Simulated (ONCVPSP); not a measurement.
## Fe: ONCV pseudisation with LDA (Perdew-Wang 92), scalar-relativistic reference atom.

iron, optimised norm-conserving Vanderbilt (ONCV), made with ONCVPSP 4.0.1 (LDA (Perdew-Wang 92), scalar-relativistic). Core [Ne] 3s2, reference 3p6 3d6 4s2. Waves: 4s: rc 1.85 bohr, ncon 4, nbas 8, qcut 2.7 1/bohr, 2 projectors, debl 0.9 Ha; 3p: rc 1.10 bohr, ncon 5, nbas 9, qcut 14.1 1/bohr, 2 projectors, debl 2.9 Ha; 3d: rc 1.05 bohr, ncon 3, nbas 8, qcut 12.9 1/bohr, 2 projectors, debl 3.8 Ha. Local part: polynomial inside 1.00 bohr (lpopt 2, dvloc0 1 Ha). Core correction: none.

All-electron outer shells of the reference configuration (LDA (PZ), scalar-relativistic, ld1.x):

```csv
shell,level (eV),outermost node (bohr),outermost maximum (bohr)
3s,-93.51,0.33,0.70
3p,-59.93,0.30,0.72
3d,-7.75,–,0.71
4s,-5.49,1.01,2.38
```

Calculated quality:

| Quantity | Value |
| --- | --- |
| Cutoffs needed | 69 Ha and 77 Ha (the cutoffs (Ha) at which the residual kinetic energy of the hardest occupied pseudo-wave falls to 1 and 0.1 mHa per electron) |
| Ghost test | no bound ghost flagged; GHOST(+) flagged for s at 21.9 eV |
| Largest excitation error | +91 meV (all-electron minus pseudo) for 3p6 3d5 4s0, out of 4 test configurations |

Generation and tests took about 4.7 s on one core of a shared server CPU.
